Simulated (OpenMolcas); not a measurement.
**Ce3+: moving or changing the point charges**

Ce3+ among 6 point charges of -1 e arranged as a trigonal prism (D3h), 2.55 Å from the ion, with a polar angle of 46.6° against the regular 49.1°.

```
Program             : OpenMolcas
Method              : CASSCF
Basis               : ANO-RCC-VDZP [7s6p4d2f1g]
Scalar Hamiltonian  : DKH2, point nucleus
Active space        : 1 electron in 7 orbitals (4f)
State averaging     : 2S+1 = 2 odd, 7 roots
Spin-orbit coupling : state interaction with AMFI integrals over the reference wave functions
```

Runs around this geometry, states (labels of D3, the rotations of D3h). Energies in cm-1 above the lowest state or level, χT in cm3 K/mol.

| R (Å) | q (e) | Ground state | First state of that spin | First gap with spin-orbit (degeneracies) | Width of lowest J | χT at 300 K |
| --- | --- | --- | --- | --- | --- | --- |
| 2.55 | -0.5 | 2A2 | 2A1 9.0 | 405.6 (2, 2) | 470 | 0.760 |
| 2.55 | -1 | 2A2 | 2A1 5.5 | 828.6 (2, 2) | 968 | 0.680 |
| 2.69 | -1 | 2A2 | 2A1 4.4 | 687.5 (2, 2) | 819 | 0.702 |
| 3.05 | -1 | 2A2 | 2A1 2.5 | 447.2 (2, 2) | 556 | 0.750 |

Taking the width of the lowest J multiplet as R^-n, n = -ln(556 / 968) / ln(3.05 / 2.55) = 3.1 between the shortest and longest distance.

Scaling the charges by -0.5 / -1 = 0.50 scales the width of the lowest J multiplet by 470 / 968 = 0.49; with fixed orbitals a first-order splitting would follow the charge.

Point charges carry no covalency, so the field is a model and not that of real ligands. No measured value stands beside these numbers.
